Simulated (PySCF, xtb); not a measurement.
C3H6ClIn, SMILES [CH](=C)[In]([Cl])[CH3].

GFN2-xTB (xtb 6.7.1) at its own geometry gives an orbital gap of 3.32 eV and a dipole moment of 3.92 D.

Geometry: B3LYP-D3(BJ)/def2-SVP. The structure was generated by enumeration; whether it is a known compound was not checked. The def2 effective core potentials stand for the cores of In; spin–orbit coupling is left out. The values are those of a single conformer.

**Question.** What does PySCF with PBE0/def2-TZVP give? (The exact figures need the calculation; the answer reports its results.)

**Answer.** gap 6.00 eV (levels -7.64 and -1.63 eV), dipole 3.84 D.
